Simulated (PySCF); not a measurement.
Compound: C4H10OSi (charge +1 and doublet state).
SMILES with atom numbers: `[CH2+:1][C:2]([CH2:3][CH3:4])[O:5][SiH3:6]` (hydrogens: H7, H8 on C1; H9, H10 on C3; H11, H12, H13 on C4; H14, H15, H16 on Si6)

Geometry (GFN2-xTB, Å), atoms numbered from 1 in this order:
```
atom  x, y, z in Å
C1    -0.6561    1.9422    0.6049
C2    -0.0997    0.6928    0.4536
C3    -0.9229   -0.5430    0.5637
C4    -1.4653   -0.8895   -0.8342
O5     1.1661    0.6056    0.1684
Si6    2.4302   -0.3996   -0.1834
H7    -0.0420    2.8278    0.5662
H8    -1.7088    2.0646    0.7923
H9    -1.7641   -0.3784    1.2375
H10   -0.3177   -1.3672    0.9409
H11   -2.0719   -0.0800   -1.2324
H12   -0.6472   -1.0828   -1.5246
H13   -2.0876   -1.7775   -0.7603
H14    2.7418    0.1119   -1.5236
H15    2.0656   -1.8094   -0.1082
H16    3.3722    0.0914    0.8278
```

The hyperfine couplings belong to this conformer and change with its torsions.

Level of theory: PySCF 2.14.0, UKS B3LYP, pcH-1 on C H O Si, non-relativistic, mean-field spin-orbit, GIAO. Geometry: GFN2-xTB, one conformer, isolated ion. The geometry wasn't refined by DFT: couplings that depend on bond lengths, twists or pyramidal angles can differ widely from those at the functional's own minimum, by a factor of two or more for some ions and for spin on atoms past the first row. No stability test was run, so a lower SCF solution isn't excluded.

(1) Break the g tensor into its mass correction, gauge correction and orbital-Zeeman/spin–orbit terms.

(2) At 93.985 GHz, how far is the centre of the isotropic spectrum from where a free electron (g = 2.002319) resonates?

(3) Average each term over the three axes. Which is largest in size?

(4) What are the electron Larmor frequencies g μB B/h along the three axes at 340 mT?

(5) In a frozen sample, at which fields do the three g values resonate at 9.5, 34, 94 and 263 GHz (hyperfine left aside), and which band first spreads them over more than twice a line width of 1.0 mT?

## Answers

(1) 
```json
{"Δg (ppm)": "relativistic mass correction", "1": "-177", "2": "-177", "3": "-177"}
{"Δg (ppm)": "gauge correction", "1": "-3", "2": "46", "3": "43"}
{"Δg (ppm)": "orbital Zeeman/spin–orbit", "1": "-1", "2": "1386", "3": "3213"}
{"Δg (ppm)": "total", "1": "-182", "2": "1255", "3": "3079"}
```

So g = 2.00214, 2.00357, 2.00540 and g_iso = 2.00370; the tensor is rhombic: the two nearest values differ by 44 % of g3 − g1. Axes: g2 points within 6° of the C1–H7 bond and g3 points within 3° of the O5–Si6 bond.

(2) B = hν/(g μB) with μB/h = 13.99624 MHz/mT gives 3353.62 mT for the free electron and 3351.30 mT at g_iso, 2.32 mT lower.

(3) The orbital-Zeeman/spin–orbit term 1532, the mass correction -177 and the gauge correction 29 ppm, for a total of 1384 ppm. The orbital-Zeeman/spin–orbit term is the largest in size. The mass correction is the same along every axis, so the anisotropy comes from the other two: their spans along these axes are 50 (gauge) and 3214 ppm (orbital Zeeman/spin–orbit).

(4) 9.5276, 9.5345, 9.5431 GHz for g1, g2 and g3, a range of 15.5 MHz.

(5) 
```
band    GHz  B(g3) mT  B(g2) mT  B(g1) mT  spread mT
   X    9.5    338.46    338.77    339.01       0.55
   Q   34.0   1211.34   1212.44   1213.31       1.97
   W   94.0   3349.00   3352.05   3354.46       5.45
   J  263.0   9370.09   9378.62   9385.35      15.26
```

The spread grows in proportion to the frequency. W band is the first where it exceeds 2.0 mT.

The Mulliken spin populations are largest on C1 (+0.72), O5 (+0.19) and C2 (+0.09). The angles at C1 add up to 360.0°, so it is planar; its axial dipolar tensor and the negative couplings of its protons fit spin in a p orbital normal to that plane.

The HOMO–LUMO gaps are 6.90 eV among the α and 3.66 eV among the β orbitals.

The SMILES draws the unpaired electron on C2; the largest computed Mulliken spin population is on C1 (0.72 against 0.09).
